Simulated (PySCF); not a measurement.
KSr at LC-ωPBE

Level: LC-ωPBE. PySCF, scalar-relativistic core potentials, basis sets K def2-SVP, Sr def2-SVP with ECP28.

```json
{
 "state": "²Σ⁺ (doublet), unpaired electrons σ ↑",
 "bond length": "4.499 Å",
 "harmonic wavenumber": "60.0 cm⁻¹",
 "force constant": "0.0573 mdyn/Å",
 "rotational constant Be": "0.03085 cm⁻¹",
 "anharmonicity ωexe": "0.515 cm⁻¹",
 "vibration–rotation constant αe": "0.000269 cm⁻¹",
 "well depth De to K + Sr": "0.19 eV",
 "dissociation energy D0": "0.19 eV",
 "bond order (Mayer)": "0.43",
 "dipole moment (positive dipole means K(−)Sr(+))": "-3.16 D"
}
```

The bond is weak. Basis-set superposition, not corrected here, can be much of De in a small basis, most of all at correlated wavefunction levels. Functionals without a dispersion term scatter widely for such bonds, and LDA overbinds them. Spin–orbit coupling is left out. The state is the lowest determinant that a PBE0 search found; another state may lie lower at other levels.
